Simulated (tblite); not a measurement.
A tight-binding relaxation on `CCCB(CC(C)C)P`.

Computed with GFN2-xTB geometry optimisation, gas phase (tblite 0.8.0). Start geometry: from a force field or distance geometry. A driver script takes a list of jobs; this job's settings line and coordinates (Å) are shown.

Command:
```bash
OMP_NUM_THREADS=1 python probes_run.py task.json out
```

Input:
```
{"job": {"kind": "relax", "xc": "GFN2-xTB", "basis": "xTB"}, "charge": 0, "multiplicity": 1}
C      2.925500     0.751500    -0.806000
C      2.764600    -0.065400     0.424200
C      1.324300    -0.186900     0.907300
B      0.429900    -0.841000    -0.208100
P      0.735400    -2.715200    -0.581800
C     -0.828700    -0.127500    -0.806700
C     -1.957500     0.094800     0.144300
C     -1.625900     0.933100     1.355300
C     -3.031400     0.849300    -0.626700
H      1.966700     0.901700    -1.350900
H      3.322900     1.748500    -0.537800
H      3.629500     0.237000    -1.478700
H      3.092800    -1.120700     0.307900
H      3.387900     0.390100     1.230700
H      1.363900    -0.783600     1.847700
H      1.032600     0.836300     1.210900
H      0.546600    -3.571500     0.555200
H     -0.307900    -3.118500    -1.545000
H     -0.543800     0.830500    -1.333500
H     -1.200500    -0.795200    -1.605600
H     -2.395900    -0.891800     0.471300
H     -1.122300     0.410300     2.162300
H     -1.124200     1.855300     0.999600
H     -2.598000     1.297200     1.810300
H     -3.742600     1.374800     0.036600
H     -2.500100     1.580200    -1.255700
H     -3.563500     0.153100    -1.315100
```

Output:
```
step      E/eV     max force
  0    -758.08703    2.336
  1    -758.42816    1.416
  2    -758.57942    0.889
  3    -758.71881    0.904
  4    -758.80365    0.833
  5    -758.86175    0.550
  6    -758.88989    0.456
  7    -758.91589    0.368
  8    -758.93507    0.346
  9    -758.95009    0.312
... (232 lines left out)
242    -759.31349    0.035
243    -759.31365    0.024
244    -759.31376    0.026
245    -759.31388    0.024
246    -759.31403    0.023
247    -759.31413    0.020
248    -759.31420    0.016
249    -759.31423    0.012
250    -759.31426    0.012
251    -759.31430    0.010
```

«max force» is the largest atomic force in eV/Å.

Task: From which step on does the largest force stay under 0.1 eV/Å, and how much energy is left to gain from there?

Result: From step 41 (0.064 eV/Å), 91.3 meV above the end.

Summary of the converged run: energy lowered by 28.3 kcal/mol over 251 steps; largest atomic force 0.010 eV/Å at the end.

Task: Give the final coordinates.

Result: 1.282 Å rms from the input after alignment:
```
atom  x, y, z in Å
C1     3.4083   -0.2924   -1.1899
C2     3.1066   -0.1644    0.2975
C3     1.7545    0.5156    0.5386
B4     0.4485   -0.2334    0.0383
P5     0.4389   -2.0975   -0.2729
C6    -0.7937    0.6646   -0.3635
C7    -2.2001    0.1027   -0.1124
C8    -2.4403   -0.0488    1.3877
C9    -3.2655    1.0071   -0.7276
H10    2.6542   -0.9126   -1.6731
H11    3.4037    0.6862   -1.6658
H12    4.3832   -0.7483   -1.3485
H13    3.1065   -1.1592    0.7516
H14    3.8992    0.4157    0.7780
H15    1.6318    0.6574    1.6200
H16    1.7997    1.5273    0.1232
H17    1.1972   -2.5115    0.8061
H18   -0.7631   -2.4432    0.3062
H19   -0.7341    1.6560    0.0957
H20   -0.6903    0.8352   -1.4427
H21   -2.2727   -0.8847   -0.5852
H22   -1.6957   -0.7085    1.8304
H23   -2.3695    0.9195    1.8796
H24   -3.4284   -0.4607    1.5822
H25   -4.2604    0.6042   -0.5494
H26   -3.2161    2.0024   -0.2895
H27   -3.1225    1.0977   -1.8024
```

Hardware: one thread, Arm Neoverse V1 (aarch64) (shared host). Cost: 2.7 s wall.
Labels such as C1 count atoms from 1, the log's own numbers from 0.
